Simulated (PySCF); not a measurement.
SSn, SMILES [S]=[Sn] (connectivity only; charge and spin as stated), neutral, multiplicity 1. Heavy atoms are numbered as in [Sn:1]=[S:2].

Geometry optimised at PBE-D3(BJ)/def2-TZVP. The def2 effective core potentials stand for the cores of Sn; spin–orbit coupling is left out.

The numbers are results of HF/def2-TZVPD in PySCF, not measurements.

Mulliken values depend strongly on the basis, most of all with diffuse functions as here. ESP charges are fitted to the potential on shells at 1.4 to 2.0 van der Waals radii. Atomic charges (e), one atom of each kind:

| atom | ESP fit | Mulliken |
|---|---|---|
| Sn1 | 0.42 | 0.72 |
| S2 | -0.42 | -0.72 |
